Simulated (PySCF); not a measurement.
# A survey of ¹⁹F NMR shifts

- GIAO PBE0/pcSseg-1 shieldings
- geometry from GFN2-xTB
- program: PySCF 2.14.0 with density-fitted response routines
- one computed conformer, non-relativistic Hamiltonian, averaged over atoms made equivalent by symmetry, fast rotation or ring inversion, in vacuum

Shieldings were converted by a linear fit to measured shifts: ¹⁹F: δ = 146.13 − 0.903σ +14.6 on sp3 carbon (rms 6.0 ppm, 223 shifts, 7.0 ppm with the 5 outliers that the fit left out vs CFCl3, solution or neat liquid). Occasional misses reach two or three times the rms, and more in compound classes unlike the fitted ones.

(1) Give the ¹⁹F shifts of `O=C1[SiH2]C[C@@]2(F)C[C@@]12F`, `FCOC1=C(F)C=C[SiH2]1`, `C=C1OC=C([SiH3])C1(F)F`.

(2) Order these by ¹⁹F shift, lowest first.
A. CC(=O)c1ccsc1C(=O)F
B. C#C/C=C(/O[SiH3])C(F)F
C. C#C/C=C(\O[SiH3])C(F)F
D. FCCC([SiH3])([SiH3])C(Cl)Cl
E. C/C(F)=P\CC#N
F. C[C@H](F)CCC#N

## Answers

(1) 
| compound | environment | δ (ppm) |
| --- | --- | --- |
| [O:1]=[C:2]1[SiH2:3][CH2:4][C@@:5]2([F:6])[CH2:7][C@@:8]12[F:9] | F6: fluorine on an sp3 carbon | -167.4 |
| [O:1]=[C:2]1[SiH2:3][CH2:4][C@@:5]2([F:6])[CH2:7][C@@:8]12[F:9] | F9: fluorine on an sp3 carbon | -196.0 |
| [F:1][CH2:2][O:3][C:4]1=[C:5]([F:6])[CH:7]=[CH:8][SiH2:9]1 | F6: vinylic fluorine | -138.4 |
| [F:1][CH2:2][O:3][C:4]1=[C:5]([F:6])[CH:7]=[CH:8][SiH2:9]1 | F1: fluorine on an sp3 carbon | -157.6 |
| C=C1OC=C([SiH3])C1(F)F | fluorine of a CF2 group (×2) | -77.8 |

(2) D (-214.8 ppm, fluorine on an sp3 carbon), F (-187.0 ppm, fluorine on an sp3 carbon), B (-121.4 ppm, fluorine of a CF2 group), C (-104.6 ppm, fluorine of a CF2 group), E (-15.8 ppm, fluorine bonded to C), A (17.9 ppm, fluorine bonded to C).
